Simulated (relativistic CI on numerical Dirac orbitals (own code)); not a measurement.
Calculated at this level of theory: Dirac-Coulomb-Breit CI, orbitals from a KLI potential per configuration, QED by a radiative potential, unscaled Slater integrals (own radial code, finite nucleus).

Configurations in the expansion (outside the closed core [Ar] 3d10): 4s2 4p2, 4s 4p3, 4p4, 4s2 4p 4d, 4s 4p2 4d, 4s2 4p 4f, 4s 4p2 4f, 4p3 4d, 4s 4p 4d2, 4s2 4d 4f, 4p3 4f, 4s2 4p 5s, 4s2 4p 5p, 4p3 5s, 4s 4p 4d 5s, 4s 4p2 5s, 4p2 4d 4f, 4s2 4p 5d, 4s2 4f 5s, 4s 4p2 5p, 4s 4p 4f2, 4s2 4p 5f, 4s2 4p 5g, 4s 4p2 5d, 4s2 4p 6s, 4s2 4p 6p, 4s 4p 5s2, 4s2 4d2, 4s 4d3, 4s 4d2 4f, 4p2 4d2, 4p 4d3, 4p 4d2 4f, 4p 4d2 5s, 4s2 4f2, 4s 4d 4f2, 4s 4f3, 4p2 4f2, 4p 4d 4f2, 4p 4f3, 4p 4f2 5s, 4s2 4d 5s, 4s 4d2 5s, 4s 4d 4f 5s, 4s 4p 4d 4f, 4p2 4d 5s, 4p 4d 4f 5s, 4p 4d 5s2, 4s2 5s2, 4s 4d 5s2, 4s 4f 5s2, 4s 4p 4f 5s, 4s 4f2 5s. Double excitations out of closed p, d and f shells are left out; levels of such configurations are missing from the list, as are those of other unlisted configurations, and high levels can miss mixing partners. These lack a partner that the ground configuration has and come out too high: 4s 4p2 5p, 4s 4p2 5d, 4s2 4p 5p, 4s2 4p 5d, 4s2 4p 5f.

At this charge energies of transitions that change n are usually good to better than 1 %, and those within a shell (Δn = 0) to a few per cent.

Outline of the computed level scheme of Sb XX. Lowest level of each configuration: 4s2 4p2 3P_0 at 0.000 eV; 4s 4p3 5S°_2 at 50.829 eV; 4s2 4p 4d 3F°_2 at 86.656 eV; 4p4 3P_2 at 117.459 eV; 4s 4p2 4d 5F_1 at 125.896 eV.

Some strong electric-dipole decays among the lowest 45 levels: 4s2 4p 4d 1F°_3 → 4s2 4p2 3P_2 (2.4e+11 s⁻¹); 4s2 4p 4d 3D°_1 → 4s2 4p2 3P_0 (2.4e+11 s⁻¹); 4s2 4p 4d 3D°_3 → 4s2 4p2 1D_2 (2.4e+11 s⁻¹); 4s2 4p 4d 1P°_1 → 4s2 4p2 1S_0 (2.0e+11 s⁻¹); 4s2 4p 4d 3P°_0 → 4s2 4p2 3P_1 (2.0e+11 s⁻¹); 4s2 4p 4d 3P°_2 → 4s2 4p2 3P_2 (1.4e+11 s⁻¹); 4s2 4p 4d 3P°_1 → 4s2 4p2 3P_1 (1.4e+11 s⁻¹); 4s 4p2 4d 5P_3 → 4s 4p3 5S°_2 (1.4e+11 s⁻¹).

LS names give the leading component of a level, which can be under half, so a name can repeat, a term be missing and a line seem to break the LS rules.
